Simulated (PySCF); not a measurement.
# Electron affinity of Rb by level of theory

Rb- [Kr] 5s2 (1S) → Rb [Kr] 5s1 (2S), as a difference of total energies. All numbers are calculated (PySCF 2.14, scalar relativity by spin-free X2C-1e, in aug-cc-pVDZ-X2C (7s6p4d, 45 functions)). Correlated levels: valence: [Kr] frozen. The calculations carry no spin-orbit coupling.

```
           method  electron affinity (eV)
              UHF                  -0.079
    MP2 (valence)                   0.249
SCS-MP2 (valence)                   0.315
   CCSD (valence)                   0.458
```

Errors of the correlated levels include the incompleteness of this basis and the frozen core.

A negative affinity means that the anion lies above the atom at that level of theory.

With two correlated electrons CCSD is exact in that space.

The coupled-cluster amplitudes are large for Rb- (T1 above 0.03 or a double amplitude above 0.15), so a single reference is strained.

For comparison: 0.486 eV (measured; photodetachment measurements, as compiled on the Wikipedia data page of electron affinities).
